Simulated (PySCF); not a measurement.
Excitations are Tamm–Dancoff values on a coarser integration grid. The basis has no diffuse functions, so Rydberg states are missing or too high.

Cartesian coordinates (Å):
```xyz
8

B      1.3780     0.0941    -0.0240
Si    -0.5601    -0.4061    -0.1322
O     -1.6415     0.8458    -0.0942
H      2.2071    -0.7413    -0.2449
H      1.7723     1.1772     0.2999
H     -0.8685    -1.1421    -1.3863
H     -0.7805    -1.3505     1.0123
H     -1.5068     1.5229     0.5694
```
Charge 0, multiplicity 1.

Q: Give the S1–T1 gap (TDA), T1 excitation (TDA), HOMO–LUMO gap, S1 excitation (TDA) and total energy at the level PBE0-D4/def2-TZVP in PySCF 2.14.0.

A: 
- S1–T1 gap (TDA) = 0.99 eV
- T1 excitation (TDA) = 2.95 eV
- HOMO–LUMO gap = 5.49 eV
- S1 excitation (TDA) = 3.94 eV
- total energy = -392.3748 Ha
